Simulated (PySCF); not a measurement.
## Sc(2+): excitation energy

Sc(2+) [Ar] 3d1 (2D) → Sc(2+) [Ar] 4p1 (2P), as a difference of total energies. Computed with PySCF 2.14 in aug-cc-pVTZ with one added diffuse shell each of s, p, d, f, g type (9s8p6d4f3g, 118 functions), with the non-relativistic Hamiltonian (point nucleus). The calculations carry no spin-orbit coupling.

| method | excitation energy (cm⁻¹) |
| --- | --- |
| UHF | 60019 |
| LDA | 63907 |
| PBE | 63226 |
| PBE0 | 63778 |
| r2SCAN | 64462 |
| M06 | 62155 |
| r2SCAN0 | 64788 |
| PBEsol | 63384 |

A first-order spin-orbit estimate (lowest level to lowest level, LS coupling) adds -0.010 eV.
